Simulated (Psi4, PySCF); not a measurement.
C4H10N (SMILES [CH2]CNCC), doublet, at a GFN2-xTB geometry, atoms displaced at random by about 0.03 Å a coordinate. Base run: HF/6-31G, gradient run with PySCF.

PySCF was given this input:
```python
from pyscf import gto, scf

mol = gto.Mole()
mol.atom = '''
    C    -2.135806    0.256994    0.474462
    C    -1.291462   -0.831489    0.005547
    N    -0.050253   -0.279239   -0.569578
    C     0.980112    0.163908    0.386241
    C     2.232436    0.516709   -0.330688
    H    -1.902038    0.824125    1.397890
    H    -2.872317    0.767853   -0.194351
    H    -1.785824   -1.355479   -0.741611
    H    -1.069850   -1.511800    0.879327
    H    -0.216094    0.387498   -1.258991
    H     1.101194   -0.710415    1.073575
    H     0.604123    1.053704    0.960274
    H     2.968897    0.799620    0.381773
    H     2.094089    1.341863   -1.039454
    H     2.562766   -0.388216   -0.935902
'''
mol.basis = '6-31g'
mol.charge = 0
mol.spin = 1
mol.verbose = 4
mol.build()

mf = scf.UHF(mol)
mf.kernel()
g = mf.nuc_grad_method()
grad = g.kernel()
```

Programs used: Psi4, PySCF; a row that names a program was run with it.

The coordinate followed is y of atom 11.

Each row names what was changed in the base input (with any setting that the change needs).

```json
[
 {"change": "base", "dE/dx (Eh/bohr)": "-0.023984", "net force (Eh/bohr)": "0.000000"},
 {"change": "finite difference step (bohr) = 1e-5; conv_tol = 1e-11", "dE/dx (Eh/bohr)": "-0.023984", "net force (Eh/bohr)": "-"},
 {"change": "finite difference step (bohr) = 0.01; conv_tol = 1e-11", "dE/dx (Eh/bohr)": "-0.023977", "net force (Eh/bohr)": "-"},
 {"change": "finite difference step (bohr) = 1e-3; conv_tol = 1e-11", "dE/dx (Eh/bohr)": "-0.023984", "net force (Eh/bohr)": "-"},
 {"change": "finite difference step (bohr) = 0.2; conv_tol = 1e-11", "dE/dx (Eh/bohr)": "-0.021383", "net force (Eh/bohr)": "-"},
 {"change": "conv_tol = 1e-6", "dE/dx (Eh/bohr)": "-0.023985", "net force (Eh/bohr)": "0.000000"},
 {"change": "finite difference step (bohr) = 0.05; conv_tol = 1e-11", "dE/dx (Eh/bohr)": "-0.023821", "net force (Eh/bohr)": "-"},
 {"change": "code = psi4", "dE/dx (Eh/bohr)": "-0.023992", "net force (Eh/bohr)": "0.000000"},
 {"change": "density fitting = on; auxbasis_response = off", "dE/dx (Eh/bohr)": "-0.023980", "net force (Eh/bohr)": "0.001169"},
 {"change": "conv_tol = 1e-4", "dE/dx (Eh/bohr)": "-0.023964", "net force (Eh/bohr)": "0.000000"},
 {"change": "density fitting = on", "dE/dx (Eh/bohr)": "-0.024003", "net force (Eh/bohr)": "0.000000"},
 {"change": "conv_tol = 1e-11", "dE/dx (Eh/bohr)": "-0.023984", "net force (Eh/bohr)": "0.000000"}
]
```

The net force is zero for an exact gradient.

Open shells are given as the SCF converged; they aren't shown to be the lowest states, and a large step between rows can be another state.
